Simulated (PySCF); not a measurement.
Species: C₇H₄FN.
SMILES: `N#C/C=C1\C(=C)C=C1F`

Jobs on this species (13 atoms, 62 electrons) with PySCF (density fitting). Hardware of each: Arm Neoverse V2, one thread, no GPU, shared host. Times come from a shared host and carry two figures at best. Peak memory is the resident size of the whole Python process, interpreter and libraries included.

| level and settings | work | basis functions | SCF cycles | wall time | peak memory |
| --- | --- | --- | --- | --- | --- |
| PBE0/pcSseg-1, grid level 1 | shieldings, ring-centre shieldings, charges and field gradients, density and orbital grids written | 173 | ? | ? | ? |
| B97-2/cc-pVDZ, fitting basis def2-qzvpp-jkfit, damping 0.1 at the start, DIIS from the seventh cycle | shieldings, ring-centre shieldings | 146 | 26 | 22 s | 0.76 GiB |
| X3LYP/STO-3G, IEF-PCM methanol, energy threshold 1e-11 Eh | spin–spin couplings from 5 perturbed nuclei, spin–dipole term for 1 of them | 49 | 13 | 5.4 s | 0.51 GiB |

Q: Fill in the missing figures.

A: 
- PBE0/pcSseg-1, grid level 1; shieldings, ring-centre shieldings, charges and field gradients, density and orbital grids written: 17 s, 0.75 GiB, 12 SCF cycles

Q: What do all jobs in the table cost together?

A: About 44 s; the longest takes about 50 % of that, and about 4.1 times as long as the shortest.
